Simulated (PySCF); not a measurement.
**Working out the ionisation energy of Ge²⁺**

Ge²⁺ [Ar] 3d10 4s2 (1S) → Ge³⁺ [Ar] 3d10 4s1 (2S). All numbers are calculated (PySCF 2.14, a scalar-relativistic core potential, in aug-cc-pwCVTZ-PP with ECP10MDF (8s7p6d4f1g, 96 functions)). Frozen: nothing. Energies in hartree (1 hartree = 27.21139 eV):

| part | Ge²⁺ (lower) | Ge³⁺ (upper) |
| --- | --- | --- |
| UHF | -292.520389 | -291.337421 |
| MP2 opposite-spin | -0.550700 | -0.501906 |
| MP2 same-spin | -0.257093 | -0.241440 |

Task: What does Hartree-Fock give?

Result: (-291.337421) − (-292.520389) = 1.182968 hartree = 32.190 eV.

Task: What do MP2 and SCS-MP2 (6/5 opposite-spin, 1/3 same-spin) give?

Result: The opposite-spin parts differ by 1.328 eV and the same-spin parts by 0.426 eV. MP2: 32.190 + (1.328) + (0.426) = 33.944 eV. SCS-MP2: 32.190 + 1.2 × (1.328) + (0.426)/3 = 33.926 eV.

Measured between the centres of the two terms (NIST): 34.058 eV, so MP2 (valence and next inner shell) is off by -0.114 eV.

What remains against the reference includes basis incompleteness and correlation beyond second order.
